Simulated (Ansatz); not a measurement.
Cost and result for the atomization energy of `N[SiH](Cl)[Si](N)(Cl)Cl` (12 atoms, 11 bonds).

Cartesian coordinates in Å:
```
N 1.720 -1.097 1.127
Si 0.836 0.320 0.836
Cl -0.523 0.859 2.326
Si -0.515 -0.039 -1.028
N -1.813 1.045 -1.032
Cl 0.475 0.184 -2.809
Cl -1.057 -2.041 -0.934
H 1.287 -2.000 1.016
H 2.498 -1.122 1.765
H 1.777 1.458 0.739
H -2.287 1.254 -0.168
H -2.398 1.178 -1.841
```

Total charge 0; spin multiplicity 1. All single points use the PBE0-D4/def2-TZVP geometry. It is one conformer, not always the lowest. Program: Ansatz. All runs use 2 threads of an AMD EPYC 7R13 on a shared host and a share of an NVIDIA H100 80 GB. Times are those of one run each, without the atoms' runs, and a repeat can differ threefold. Electronic energies, without spin–orbit coupling; frozen cores. CCSD(T)/CBS adds CCSD(T) − MP2 in def2-TZVPP to the MP2 limit, and its time is that of the two runs behind it. T1 = 0.010. B3LYP takes the VWN-RPA correlation (the form of Gaussian; ORCA's B3LYP/G).

CCSD(T)/CBS is a level of theory with its own doubt, some kJ/mol a heavy atom from the limit and from the frozen cores, so smaller differences don't rank the functionals.

```
                             level  functions  wall time  atomization (kcal/mol)  difference from CCSD(T)/CBS  per bond
                PBE0-D4/def2-TZVPP        342      2.2 s                   980.3                         -2.1      -0.2
   PBE-D4/def2-TZVPP (with forces)        342      2.5 s                   996.8                         14.4       1.3
 B3LYP-D4/def2-TZVPP (with forces)        342      2.7 s                   977.0                         -5.4      -0.5
r2SCAN-D4/def2-TZVPP (with forces)        342      2.8 s                   981.2                         -1.2      -0.1
                 B2PLYP/def2-TZVPP        342      3.1 s                   962.3                        -20.1      -1.8
                ωB97X-V/def2-TZVPP        342      3.2 s                   989.5                          7.1       0.6
                    MP2/def2-QZVPP        614      5.5 s                   990.5                          8.1       0.7
  ωB97M-V/def2-TZVPP (with forces)        342        6 s                   988.0                          5.6       0.5
                CCSD(T)/def2-TZVPP        342      9.5 s                   943.8                        -38.6      -3.5
                 CCSD(T)/CBS(def2)          –       15 s                   982.4                          0.0       0.0
```

In def2-TZVPP, CCSD(T) changes the Hartree–Fock value by +257.3 kcal/mol (the triples alone add +17.9 kcal/mol) and MP2 by +281.0 kcal/mol; breaking electron pairs costs correlation energy, which Hartree–Fock lacks. From PBE to PBE0 (25 % exact exchange), in def2-TZVPP and without D4, the atomization energy moves by −15.1 kcal/mol: exact exchange takes away binding that semilocal exchange gives to molecules. The D4 term adds +17.9 kcal/mol with B3LYP and +9.6 kcal/mol with PBE0; it sums over pairs of atoms, weighted by their polarisabilities, and B3LYP, whose exchange is more repulsive, gets the larger term.
